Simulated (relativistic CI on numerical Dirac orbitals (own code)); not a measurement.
# d1 to d9 in one octahedral field

Computed with a parametric ligand-field model without spin-orbit coupling, by exact diagonalisation: B = 560, C = 2180, 10Dq = 14000 cm⁻¹ (Oh; |10Dq|/B = 25.0) for every shell. Energies in cm⁻¹; the field energy is (0.6 n_e − 0.4 n_t2) × 10Dq of the ground term; g labels are left out.

```tsv
Shell	Ground term	Electrons in e	Field energy	First spin-allowed bands	Lowest term of other spin
d1	2T2	0.000	-5600	2E 14000	
d2	3T1	0.029	-10801	3T2 12896, 3T1 20191	1T2 8021
d3	4A2	0.000	-16800	4T2 14000, 4T1 19600	2E 10657
d4	3T1	0.040	-21835	3E 12160, 3T1 12709	5E 627
d5	6A1	2.000	0	none	2T2 459
d6	1A1	0.050	-32902	1T1 12678, 1T2 19569	3T1 7913
d7	2E	1.038	-24663	2T1 12552, 2T2 12979	4T1 3299
d8	3A2	2.000	-16800	3T2 14000, 3T1 19600	1E 8709
d9	2E	3.000	-8400	2T2 14000
```

Low spin: d4, d6, d7; the other shells keep the spin of the free ion. Only d4 to d7 can choose; the field needed to pair spins is smallest for d6 and largest for d5, which loses most exchange energy. In the strong-field picture 10Dq must exceed about 6B + 5C = 14260 (d4), 7.5B + 5C = 15100 (d5), 2.5B + 4C = 10120 (d6) and 4B + 4C = 10960 (d7); mixing of terms shifts these bounds somewhat.
